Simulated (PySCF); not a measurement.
Polarisability and C₆ of Os+ (osmium, charge +1)

[Xe] 4f14 5d5 6s1 6p1, high-spin 8P determinant (an excited configuration). Computed with PySCF 2.14 in aug-cc-pwCVTZ-PP with ECP60MDF (8s8p7d4f3g, 122 functions), with a scalar-relativistic core potential. Coupled (time-dependent) response in atomic units; α is the mean over directions.

```json
{"method": "B3LYP", "mean α (bohr³)": "37.95", "α xx, yy, zz": "34.06, 45.72, 34.06", "C₆ (like pair)": "344.6", "S(−4)": "569.1"}
```

S(−4) is the Cauchy moment in α(ω) = α(0) + S(−4) ω² + …

Spin-orbit coupling is absent.

α(iu) at B3LYP:

```json
{"u (hartree)": "0", "α(iu) (bohr³)": "37.95"}
{"u (hartree)": "0.0500", "α(iu) (bohr³)": "36.59"}
{"u (hartree)": "0.100", "α(iu) (bohr³)": "33.21"}
{"u (hartree)": "0.200", "α(iu) (bohr³)": "25.10"}
{"u (hartree)": "0.300", "α(iu) (bohr³)": "18.81"}
{"u (hartree)": "0.500", "α(iu) (bohr³)": "11.71"}
{"u (hartree)": "0.750", "α(iu) (bohr³)": "7.641"}
{"u (hartree)": "1.00", "α(iu) (bohr³)": "5.533"}
{"u (hartree)": "1.50", "α(iu) (bohr³)": "3.387"}
{"u (hartree)": "2.00", "α(iu) (bohr³)": "2.310"}
{"u (hartree)": "3.00", "α(iu) (bohr³)": "1.269"}
{"u (hartree)": "5.00", "α(iu) (bohr³)": "0.5414"}
```

A single London oscillator, α(iu) = α/(1 + u²/ω²), gives C₆ = (3/4) ω α². Matching the computed C₆ needs ω = 4 × 344.6 / (3 × 37.95²) = 0.319 hartree.

For an ion, C₆ is the dispersion term alone; charge-induced terms of lower order in 1/R come first.

The components differ because the open shell of this determinant is not spherical; for a pure term their mean is the scalar polarisability.

Energies and moments cover only the electrons outside the core potential. Spin-orbit coupling, absent here, splits the open shell strongly.
